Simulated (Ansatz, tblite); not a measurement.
Forces on SiEt(OAc)3 (C₈H₁₄O₆Si) at its PBE-D4/def2-SVP geometry. The state is a singlet with charge 0.

The xTB rows come from tblite.

GFN1-xTB (tblite), largest force 2.02 eV/Å:

```xyz
29
positions Å, forces eV/Å
Si    0.262    0.214   -0.132   -1.857   -0.746    0.242
C     1.862    0.803   -0.864    0.343    0.248    0.368
C     2.001    0.529   -2.369    0.283   -0.027   -0.698
H     2.664    0.300   -0.281    0.051    0.359   -0.477
H     1.932    1.889   -0.643    0.360   -0.333   -0.300
H     2.986    0.869   -2.748   -0.422   -0.143    0.237
H     1.910   -0.553   -2.597    0.042    0.542    0.180
H     1.222    1.061   -2.955    0.370   -0.254    0.378
O    -1.141    0.744   -0.964    0.792    1.148    0.335
C    -1.367    2.079   -1.115    0.490   -0.124    0.359
C    -2.678    2.353   -1.806   -0.380    0.078   -0.164
O    -0.583    2.922   -0.721   -0.946   -1.076   -0.546
H    -2.800    3.437   -1.970    0.032   -0.521    0.056
H    -3.509    1.967   -1.183    0.506    0.240   -0.265
H    -2.722    1.807   -2.770    0.124    0.322    0.512
O    -0.034    0.672    1.485    1.063   -0.854   -0.182
C     0.697    0.069    2.463    0.282   -0.245   -0.570
C     0.133    0.328    3.832   -0.204   -0.037    0.344
O     1.670   -0.619    2.207   -1.153    0.962    0.305
H     0.835   -0.023    4.607   -0.352    0.191   -0.349
H    -0.823   -0.229    3.911    0.541    0.256   -0.055
H    -0.101    1.402    3.962    0.207   -0.572   -0.117
O     0.189   -1.469   -0.365   -0.735    0.432    1.045
C    -0.521   -2.365    0.384   -0.180    0.534    0.362
C    -0.270   -3.778   -0.078    0.129   -0.429   -0.096
O    -1.242   -2.040    1.305    0.883   -0.549   -1.212
H    -0.916   -4.478    0.479    0.312    0.307   -0.290
H     0.796   -4.031    0.094   -0.602    0.183   -0.027
H    -0.450   -3.864   -1.168    0.021    0.109    0.626
```

GFN2-xTB (tblite), largest force 2.15 eV/Å:

```
Si -1.994 -0.684 0.435
C 0.725 0.261 0.178
C 0.188 -0.046 -0.498
H -0.161 0.360 -0.570
H 0.159 -0.556 -0.328
H -0.536 -0.164 0.297
H 0.028 0.678 0.259
H 0.432 -0.301 0.494
O 0.856 0.745 0.586
C 0.705 0.124 0.446
C -0.278 -0.052 -0.124
O -1.028 -1.178 -0.562
H 0.064 -0.579 0.080
H 0.521 0.249 -0.302
H 0.101 0.335 0.544
O 0.835 -0.884 -0.510
C 0.455 -0.427 -0.540
C -0.194 0.034 0.179
O -1.303 0.967 0.298
H -0.372 0.198 -0.410
H 0.562 0.271 -0.059
H 0.198 -0.606 -0.124
O -0.591 0.542 0.788
C -0.216 0.661 0.427
C 0.166 -0.249 -0.139
O 0.930 -0.367 -1.166
H 0.341 0.375 -0.305
H -0.635 0.186 -0.038
H 0.041 0.106 0.662
```

PBE0-D4/def2-TZVP (Ansatz), largest force 1.42 eV/Å:

```
Si -0.760 -0.347 0.252
C 0.081 0.124 0.290
C 0.005 -0.067 -0.304
H -0.372 0.236 -0.314
H -0.011 -0.525 -0.135
H -0.473 -0.158 0.212
H 0.048 0.539 0.127
H 0.382 -0.258 0.317
O 0.723 0.505 0.426
C 0.604 0.176 0.348
C -0.137 0.026 -0.063
O -0.892 -0.985 -0.455
H 0.076 -0.540 0.085
H 0.428 0.187 -0.269
H 0.062 0.268 0.462
O 0.658 -0.636 -0.503
C 0.445 -0.367 -0.486
C -0.075 -0.001 0.124
O -1.108 0.819 0.286
H -0.336 0.177 -0.397
H 0.464 0.251 -0.051
H 0.146 -0.516 -0.087
O -0.392 0.524 0.609
C -0.287 0.515 0.438
C 0.053 -0.144 -0.034
O 0.822 -0.393 -1.095
H 0.315 0.362 -0.275
H -0.527 0.153 -0.059
H 0.059 0.075 0.549
```
